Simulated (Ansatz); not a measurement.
C2H8Si2 (`C1[SiH2]C[SiH2]1`), relaxed with RKS PBE-D4/def2-SVP in the Gaussian-basis code of Ansatz from a rough embedded geometry. The force threshold is 0.03 eV/Å; the program also tests the step.

The species carries charge 0 and has multiplicity 1.

Start:

```xyz
12

C    -1.074   -0.427   -0.627
Si    0.459    0.474   -1.110
C     0.783    0.743    0.745
Si   -0.194   -0.760    0.970
H    -1.402   -1.299   -1.223
H    -2.005    0.257   -0.483
H     0.238    1.745   -1.887
H     1.457   -0.394   -1.788
H     0.372    1.705    1.161
H     1.872    0.700    1.043
H     0.578   -2.045    0.979
H    -1.083   -0.701    2.220
```

**Question.** How much energy does the relaxation release, and in how many steps? (Best estimate.)

**Answer.** The calculation gave: 39.96 kJ/mol, in 4 steps.

**Question.** Which bonds change most? (Best estimate.)

**Answer.** Computed: C3–Si4 from 1.807 to 1.917 Å; C1–Si2 from 1.842 to 1.917 Å; C1–Si4 from 1.853 to 1.917 Å.

**Question.** Give the relaxed structure. (An estimate is asked.)

**Answer.** Computed: 
```xyz
12

C    -1.092   -0.505   -0.657
Si    0.429    0.565   -1.121
C     0.912    0.720    0.727
Si   -0.278   -0.745    1.062
H    -1.327   -1.397   -1.268
H    -2.008    0.119   -0.579
H     0.148    1.853   -1.854
H     1.449   -0.221   -1.903
H     0.516    1.662    1.164
H     1.976    0.621    1.013
H     0.459   -2.056    1.154
H    -1.185   -0.616    2.260
```
